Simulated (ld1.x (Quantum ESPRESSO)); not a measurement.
Which change was made? (Br, PAW)

bromine, PAW, made with ld1.x (Quantum ESPRESSO) 7.5 (PBE, scalar-relativistic). Core [Ar] 3d10, reference 4s2 4p3 (charge +2). Waves: 4s (bound): rcut 1.35, rcutus 1.45 bohr; 4s channel at -0.9 Ry: rcut 1.35, rcutus 1.45 bohr; 4p (bound): rcut 1.00, rcutus 1.40 bohr; 4p channel at -1.65 Ry: rcut 1.00, rcutus 1.40 bohr. Local part: all-electron potential smoothed inside 1.10 bohr (lloc = -1). Core correction: Bessel-smoothed model core inside 1.15 bohr. Augmentation charge: PSQ, inside the norm-conserving radii.

Cutoffs, loose and tight: the cutoffs (Ry, on a coarse ladder) from which the occupation-weighted sum of valence levels, in a spherical-Bessel basis at the reference potential, stays within 10 and 1 mRy of its value at 400 Ry. They do not see the model core or the augmentation charge, which bear on the density cutoff. Test errors are all-electron minus pseudo excitation energies from the reference, over the configurations 4s2 4p5; 4s2 4p4; 4s2 4p2; 4s2 4p5.3; 4s2 4p4.5; 4s2 4p1; 4s1 4p5; variants that change the core or the reference have their own tests. The largest error is taken over the tests solved by every variant that gives reliable tests at all, those not shown here included: 4s2 4p2; 4s2 4p4; 4s2 4p4.5; 4s2 4p5; 4s2 4p5.3.

The base gives: outcome: generated; cutoff, loose: 21 Ry; cutoff, tight: 40 Ry; bound ghosts: d; largest test error (meV): -21.

Task: After one change the result is: outcome: generated; cutoff, loose: 15 Ry; cutoff, tight: 21 Ry; bound ghosts: d; largest test error (meV): -21. Which change was it?
A. reference 4s2 4p5
B. all radii but the core radius scaled by about 1.42 (s 2.06, p 1.98 bohr, rcut 1.92/1.42); local potential all-electron potential smoothed inside 1.56 bohr (lloc = -1)
C. type TM; waves now 4p (bound): rc 1.40 bohr; 4s (bound): rc 1.45 bohr; local potential the s channel

Result: B. The others give: reference 4s2 4p5 → outcome: generated; cutoff, loose: 21 Ry; cutoff, tight: 100 Ry; bound ghosts: p; largest test error (meV): -256 over the solved tests; test run stopped at test 7 of 7 (negative rho) | type TM; waves now 4p (bound): rc 1.40 bohr; 4s (bound): rc 1.45 bohr; local potential the s channel → outcome: generated; cutoff, loose: 50 Ry; cutoff, tight: 90 Ry; bound ghosts: p; largest test error (meV): -14.
